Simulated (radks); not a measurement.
Spherical quantum dot in the effective-mass picture: electrons in a hard-walled sphere of radius 3.52, all in effective atomic units (hartree* = m*/eps^2 hartree, bohr* = eps/m* bohr), one dielectric constant everywhere. Method: non-relativistic Kohn-Sham, PBEsol, spin-polarised, spherical densities; computed with a radial shooting solver with Libxc functionals. Levels are named by radial order and angular momentum (1s, 1p, 1d, 2s, ...), and open shells are averaged over m. Results are scaled to m* = 0.253 and eps = 6, for which hartree* = 191.2 meV and bohr* = 1.255 nm.

N = 22, configuration 1s2 1p6 1d10 1f(up 4, down 0). This is the lowest configuration that the search found. Occupied and some empty levels:

level,occupation,eigenvalue (meV),<r> (nm)
1s up,1,1594.9,2.956
1s down,1,1603.9,2.936
1p up,3,1635.9,3.077
1p down,3,1645.7,3.067
1d up,5,1706.3,3.180
1d down,5,1716.7,3.174
1f up,4,1802.3,3.266
1f down,0,1813.2,3.262
2s up,0,1868.2,1.992
2s down,0,1871.1,1.994
1g up,0,1921.7,3.338
1g down,0,1932.9,3.335
2p up,0,2000.9,2.318
2p down,0,2005.2,2.316
2d up,0,2159.3,2.525
2d down,0,2164.8,2.521

Energy (meV): total 20948.0, kinetic 5908.6, external 0, Hartree 17023, exchange-correlation -1983.7.

Electron density:

r (nm),n(r) (e/nm^3)
0.128,0.003527
0.348,0.003979
0.567,0.004970
0.787,0.006709
1.01,0.009505
1.23,0.01377
1.45,0.02003
1.67,0.02874
1.89,0.04031
2.11,0.05480
2.33,0.07171
2.55,0.08956
2.76,0.1057
2.98,0.1164
3.20,0.1175
3.42,0.1056
3.64,0.08090
3.86,0.04870
4.08,0.01919
4.30,0.002269
